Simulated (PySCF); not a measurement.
**Correlation energy of Ne(2+) (neon, charge +2)**

[He] 2s1 2p5, 2s spin antiparallel (an excited configuration). Computed with PySCF 2.14 in dyall-av2z (11s7p2d, 42 functions), with the non-relativistic Hamiltonian (point nucleus). Frozen: 1s2; 6 electrons correlated; the 8 highest virtual orbitals of each spin left out.

MP2 pair energies summed by pair of shells (mhartree):

```tsv
pair	energy	share (%)
2p-2p	-140.53	69.1
2s-2p	-62.73	30.9
```

Total MP2 correlation energy: -203.26 mhartree.

Same-spin part -35.73 and opposite-spin part -167.53 mhartree; SCS-MP2 scales them by 1/3 and 6/5 to -212.95 mhartree.
